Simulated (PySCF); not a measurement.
F2GaH2N.

```xyz
6

Ga     0.0076     0.0094     0.0000
F      0.9356    -0.0080     1.4735
F      0.9356    -0.0080    -1.4735
N     -1.7785    -0.0550     0.0000
H     -2.3133     0.1195    -0.8434
H     -2.3133     0.1195     0.8434
```
Charge 0, spin multiplicity 1.

Coordinates come from a r2SCAN-D4/def2-SVP optimisation. Other conformers were not sampled.

The numbers are results of PySCF with PBE0/pcSseg-1, not measurements. Non-relativistic, no solvent.

### Question
Give the absolute GIAO shielding of each atom: isotropic value and principal components (ppm). (Estimate from the structure and the level; the computed values follow.)

### Answer

```json
[
 {"atom": "Ga1", "σ(iso)": "1528.1", "σ11": "1277.0", "σ22": "1502.7", "σ33": "1804.7", "span": "527.7"},
 {"atom": "F2", "σ(iso)": "367.2", "σ11": "290.0", "σ22": "372.5", "σ33": "439.2", "span": "149.2"},
 {"atom": "F3", "σ(iso)": "367.2", "σ11": "290.0", "σ22": "372.5", "σ33": "439.2", "span": "149.2"},
 {"atom": "N4", "σ(iso)": "255.7", "σ11": "230.9", "σ22": "255.2", "σ33": "281.1", "span": "50.2"},
 {"atom": "H5", "σ(iso)": "30.2", "σ11": "22.3", "σ22": "25.4", "σ33": "43.0", "span": "20.7"},
 {"atom": "H6", "σ(iso)": "30.2", "σ11": "22.3", "σ22": "25.4", "σ33": "43.0", "span": "20.7"}
]
```
